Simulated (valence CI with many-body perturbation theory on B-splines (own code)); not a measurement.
# K V: E2, M1, M2 decay

Level of theory: configuration interaction combined with many-body perturbation theory (CI+MBPT): five valence electrons over a frozen Dirac-Fock core [Ne], a basis of 9 s, 9 p, 8 d, 6 f, 3 g, 1 h functions for each j, with the one-electron correlation potential Σ1 (screened to all orders), the two-electron term Σ2, the three-electron term Σ3, Breit, model QED; selected single and double excitations, second order for the rest, scaled by the run's own slope (own B-spline code, finite nucleus).

Against 25 measured levels this calculation errs by 352 cm⁻¹ on average and by 1172 at most. These come from a selection out of Sansonetti, J. Phys. Chem. Ref. Data 37, 7 (2008). Levels without a partner in it may be off by more. Among the levels kept, up to 980 cm⁻¹ of a level comes from second order outside the variational space, and about a tenth of that is noise between levels of different J, which matters for small intervals. 5 measured levels below the end of the list, from 206720 cm⁻¹ on, found no clear computed partner, and computed levels of the same name lie up to 6860 cm⁻¹ from them.

Lines 1 to 21 of 21 in falling wavelength, among levels below 317460 cm⁻¹, chosen from the decays that carry over 1 % of a level's rate. Wavelengths and rates use the calculated energies, so an error of 400 cm⁻¹ moves a line at 6413 Å by 2.6 % and its rate by three times that or more. Electric multipoles are in the length gauge, E1 and E2 with the static RPA response of the core. S is in atomic units (e²a₀⁴ for E2 and M2, e²a₀⁶ for E3), for M1 in squared Bohr magnetons. Weak lines are less certain than strong ones. Lines between different terms over intervals too small for the method are left out, as are lines whose strength nearly cancels.

| λ vac (Å) | λ from measured levels | Upper | Lower | Type | A (s⁻¹) | S (a.u.) |
| --- | --- | --- | --- | --- | --- | --- |
| 4.268e+05 | 4.218e+05 | 3s²3p³ ²D°_5/2 | 3s²3p³ ²D°_3/2 | M1 | 1.37e-04 | 2.38e+00 |
| 6413 | 6448 | 3s²3p³ ²P°_1/2 | 3s²3p³ ²D°_5/2 | E2 | 1.37e-01 | 2.65e+00 |
| 6318 | 6351 | 3s²3p³ ²P°_1/2 | 3s²3p³ ²D°_3/2 | M1 | 1.06e+00 | 1.98e-02 |
| 6318 | 6351 | 3s²3p³ ²P°_1/2 | 3s²3p³ ²D°_3/2 | E2 | 2.17e-01 | 3.90e+00 |
| 6284 | 6317 | 3s²3p³ ²P°_3/2 | 3s²3p³ ²D°_5/2 | M1 | 9.73e-01 | 3.58e-02 |
| 6284 | 6317 | 3s²3p³ ²P°_3/2 | 3s²3p³ ²D°_5/2 | E2 | 2.58e-01 | 9.02e+00 |
| 6192 | 6224 | 3s²3p³ ²P°_3/2 | 3s²3p³ ²D°_3/2 | M1 | 1.79e+00 | 6.32e-02 |
| 6192 | 6224 | 3s²3p³ ²P°_3/2 | 3s²3p³ ²D°_3/2 | E2 | 1.14e-01 | 3.70e+00 |
| 4130 | 4164 | 3s²3p³ ²D°_3/2 | 3s²3p³ ⁴S°_3/2 | M1 | 8.84e-02 | 9.24e-04 |
| 4130 | 4164 | 3s²3p³ ²D°_3/2 | 3s²3p³ ⁴S°_3/2 | E2 | 1.83e-03 | 7.84e-03 |
| 4091 | 4124 | 3s²3p³ ²D°_5/2 | 3s²3p³ ⁴S°_3/2 | E2 | 2.92e-03 | 1.79e-02 |
| 4091 | 4124 | 3s²3p³ ²D°_5/2 | 3s²3p³ ⁴S°_3/2 | M1 | 2.03e-03 | 3.09e-05 |
| 3332 |  | 3s²3p²3d ²G_9/2 | 3s²3p²3d ⁴F_9/2 | M1 | 1.55e+00 | 2.13e-02 |
| 3227 |  | 3s²3p²3d ²G_9/2 | 3s²3p²3d ⁴F_7/2 | M1 | 6.28e-01 | 7.82e-03 |
| 2498 | 2515 | 3s²3p³ ²P°_1/2 | 3s²3p³ ⁴S°_3/2 | M1 | 2.22e+00 | 2.56e-03 |
| 2478 | 2495 | 3s²3p³ ²P°_3/2 | 3s²3p³ ⁴S°_3/2 | M1 | 5.39e+00 | 1.21e-02 |
| 1316 |  | 3s²3p²3d ²G_9/2 | 3s3p⁴ ²D_5/2 | E2 | 9.25e+00 | 3.26e-01 |
| 1263 |  | 3s²3p²3d ⁴F_9/2 | 3s3p⁴ ⁴P_5/2 | E2 | 1.24e+01 | 3.55e-01 |
| 915.7 |  | 3s²3p²3d ²G_9/2 | 3s3p⁴ ⁴P_5/2 | E2 | 2.86e-01 | 1.64e-03 |
| 522.7 |  | 3s²3p²3d ⁴F_9/2 | 3s²3p³ ²D°_5/2 | M2 | 3.32e+00 | 1.16e-03 |
| 451.9 |  | 3s²3p²3d ²G_9/2 | 3s²3p³ ²D°_5/2 | M2 | 1.11e+00 | 1.87e-04 |
